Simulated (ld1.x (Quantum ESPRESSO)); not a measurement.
# What the settings do to the ultrasoft potential of hydrogen

Base potential:

ld1.x (Quantum ESPRESSO) 7.5 input, shortened:

```
&input
   title='H', zed=1., rel=1, dft='PBE', iswitch=3,
   config='1s1 2p-2'
 /
 &inputp
   pseudotype=3, tm=.true., lloc=-2, rcloc=0.65,
   nlcc=.false.
 /
4
1S  1  0   1.00   0.00  0.60  0.75  0.0
1S  1  0   0.00   1.10  0.60  0.75  0.0
2P  2  1  -2.00   0.45  0.55  0.70  0.0
2P  2  1  -2.00   2.45  0.55  0.70  0.0
 &test
   configts(1)='1s1'
 /
```

Cutoffs, loose and tight: the cutoffs (Ry, on a coarse ladder) from which the occupation-weighted sum of valence levels, in a spherical-Bessel basis at the reference potential, stays within 10 and 1 mRy of its value at 400 Ry. They do not see the model core or the augmentation charge, which bear on the density cutoff. Test errors are all-electron minus pseudo excitation energies from the reference, over the configurations 1s0.5. A dash means not determined; rows that change the core or the reference have their own tests.

Cutoffs are not given where the Bessel-basis levels miss the radial ones by over 6 mRy, ghosts where they miss by over 20 mRy; a channel whose overlap is not positive is not tested.

| change | outcome | cutoff, loose | cutoff, tight | bound ghosts |
| --- | --- | --- | --- | --- |
| base | generated | 30 Ry | 55 Ry | none |
| added wave 2p channel at 0.45 Ry: rc 0.70 bohr; removed wave 2p channel at 0.45 Ry: rcut 0.55, rcutus 0.70 bohr; removed wave 2p channel at 2.45 Ry: rcut 0.55, rcutus 0.70 bohr | generated | 30 Ry | 55 Ry | none |
| local potential all-electron potential smoothed inside 0.64 bohr (lloc = -2) | generated | 30 Ry | 55 Ry | none |
| type TM; waves now 1s (bound): rc 0.75 bohr; 2p channel at 0.45 Ry: rc 0.70 bohr; local potential all-electron potential smoothed inside 0.60 bohr (lloc = -2) | generated | 35 Ry | 70 Ry | none |
| local potential all-electron potential smoothed inside 0.55 bohr (lloc = -2) | generated | 30 Ry | 55 Ry | none |
| waves 2p channel at 0.45 Ry: rcut 0.50, rcutus 0.52 bohr; 2p channel at 2.45 Ry: rcut 0.50, rcutus 0.52 bohr | generated | – | – | not determined |
| functional PBEsol | generated | 25 Ry | 55 Ry | none |
| wave 2p channel at 0.45 Ry: rcut 0.55, rcutus 0.70 bohr becomes 2p channel at 0.78 Ry: rcut 0.55, rcutus 0.70 bohr | generated | 30 Ry | 55 Ry | none |
| waves 1s (bound): rcut 0.60, rcutus 1.08 bohr; 1s channel at 1.1 Ry: rcut 0.60, rcutus 1.08 bohr | generated | 18 Ry | 30 Ry | none |
| all radii scaled by about 0.86 (s 0.64, p 0.60 bohr, rcut 0.52/0.48); local potential all-electron potential smoothed inside 0.56 bohr (lloc = -2) | generated | – | – | not determined |
| wave 2p channel at 0.45 Ry: rcut 0.55, rcutus 0.70 bohr becomes 2p channel at 3.05 Ry: rcut 0.55, rcutus 0.70 bohr | generated | 30 Ry | 55 Ry | none |
| waves 2p channel at 0.45 Ry: rcut 0.55, rcutus 1.00 bohr; 2p channel at 2.45 Ry: rcut 0.55, rcutus 1.00 bohr | generated | 30 Ry | 55 Ry | none |
